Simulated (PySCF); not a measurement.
# Correlation energy of O+ (oxygen, charge +1)

[He] 2s1 2p4, high-spin 4P determinant (an excited configuration). All numbers are calculated (PySCF 2.14, scalar relativity by spin-free X2C-1e, in x2c-TZVPPall (5s3p2d1f, 31 functions)). Frozen: 1s2; 5 electrons correlated.

```json
{"level": "CCSD", "correlation energy (mhartree)": "-111.81"}
{"level": "(T)", "correlation energy (mhartree)": "-1.81"}
{"level": "CCSD(T)", "correlation energy (mhartree)": "-113.62"}
{"level": "CCSDT", "correlation energy (mhartree)": "-113.97"}
```

Diagnostics: T1 = 0.0062, D1 = 0.0136, largest double amplitude 0.069.

**Question.** Is a single reference adequate?

**Answer.** Yes: T1 lies below 0.03 and no double amplitude reaches 0.07.
